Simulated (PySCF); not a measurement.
## Dipole response of C (carbon, neutral)

[He] 2s2 2p2, high-spin 3P determinant. Calculation: PySCF 2.14, in aug-cc-pVTZ; the non-relativistic Hamiltonian (point nucleus). Coupled (time-dependent) response in atomic units; α is the mean over directions.

| method | mean α (bohr³) | α xx, yy, zz | C₆ (like pair) | S(−4) |
| --- | --- | --- | --- | --- |
| UHF | 11.92 | 10.86, 12.45, 12.45 | 46.32 | 93.13 |
| PBE | 13.23 | 11.22, 14.24, 14.24 | 54.07 | 105.2 |
| PBE0 | 12.55 | 10.88, 13.38, 13.38 | 50.47 | 90.88 |
| M06-L | 13.45 | 11.42, 14.46, 14.46 | 55.68 | 110.3 |
| wB97M-V | 12.58 | 10.97, 13.39, 13.39 | 50.44 | 90.78 |

S(−4) is the Cauchy moment in α(ω) = α(0) + S(−4) ω² + …

Reference α: 11.3 ± 0.4 bohr³ (recommended; Schwerdtfeger and Nagle, table of static dipole polarizabilities (2023 update)). Published C₆: 46.60 (Chu and Dalgarno (2004); Tang, Norbeck and Certain (1976)).

α(iu) at wB97M-V:

```
u (hartree)  α(iu) (bohr³)
          0          12.58
     0.0500          12.36
      0.100          11.76
      0.200          9.974
      0.300          8.119
      0.500          5.312
      0.750          3.322
       1.00          2.246
       1.50          1.214
       2.00         0.7578
       3.00         0.3768
       5.00         0.1503
```

A single London oscillator, α(iu) = α/(1 + u²/ω²), gives C₆ = (3/4) ω α². Matching the computed C₆ needs ω = 4 × 50.44 / (3 × 12.58²) = 0.425 hartree.

The components differ because the open shell of this determinant is not spherical; for a pure term their mean is the scalar polarisability.
